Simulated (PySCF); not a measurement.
CrI5 (doublet state).
Bonds: Cr1–I2, Cr1–I3, Cr1–I4, Cr1–I5, Cr1–I6.

Theory: PBE0-D3(BJ)/def2-SVP geometry optimisation, gas phase, def2 core potentials past Kr in PySCF.

Task: List the bond lengths and angles at this level.

Result: 
```json
{"bond": "Cr1–I2 and 3 like bonds", "length (Å)": "2.658"}
{"bond": "Cr1–I4", "length (Å)": "2.565"}
```

Bonds in one row agree within 0.01 Å and their mean is given. A selection of angles:
```json
{"angle": "I2–Cr1–I3", "degrees": "157.8"}
{"angle": "I2–Cr1–I4", "degrees": "101.6"}
{"angle": "I2–Cr1–I5", "degrees": "100.1"}
{"angle": "I2–Cr1–I6", "degrees": "75.1"}
{"angle": "I5–Cr1–I6", "degrees": "156.4"}
```

Cr1 (chromium bonded to 5 I) is square pyramidal (τ5 = (β − α)/60° = 0.02 from the two widest angles, 157.8° and 156.4° (0 for a square pyramid, 1 for a trigonal bipyramid)). The Cr–I distances run from 2.565 Å (Cr1–I4) to 2.661 Å (Cr1–I3), a spread of 0.096 Å.

Point group: C2v (every atom within 0.08 Å of its image). Stationary, but not proved a minimum. ⟨S²⟩ = 2.999 (exact for a doublet: 0.75).

Time: 40 min wall; peak memory 1.0 GiB. Hardware: an Arm Neoverse V2 with one thread, shared host with 32 logical CPUs at a one-minute load of 9.9. This is the geometry optimisation.
